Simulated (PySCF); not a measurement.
Coordinates in bohr (charge -1 multiplicity 2):
```
Pt    0.0000    0.0000   -0.9494
S     2.1606    0.0000    2.8947
S    -2.1606    0.0000    2.8947
```

Computed with UB3LYP/[Pt def2-SVPD with ECP60, S def2-SVPD], scalar-relativistic core potentials, density fitting, no spin–orbit coupling, PySCF.

This geometry of [PtS2]- is a stationary point at this level.

Question: What is the point group?

Answer: C2v.

Question: Is it a minimum?

Answer: No: it has 1 imaginary mode, at 67i cm⁻¹ (b2).

Question: Which band is strongest in the infrared?

Answer: 401 cm⁻¹ (a1), 8 km/mol.

Question: Give the atomic charges and bond orders.

Answer: 
```
atom  Mulliken  Löwdin  polar tensor  spin (Mulliken)  Mayer order to Pt1
 Pt1      0.13   -0.33         -0.32             0.38                   –
S2,3     -0.56   -0.34         -0.34             0.31                0.79
```
Other Mayer orders above 0.3: S–S 0.99.

This need not be the most stable arrangement of these atoms. With open d or f shells other occupations or spin states may lie lower. The lowest empty level of this anion is unbound, so it and the gap depend on the basis. At this level a doublet minimum of C2v symmetry lies 160 kJ/mol below this structure. No spin–orbit coupling is included, which matters more the heavier the element.
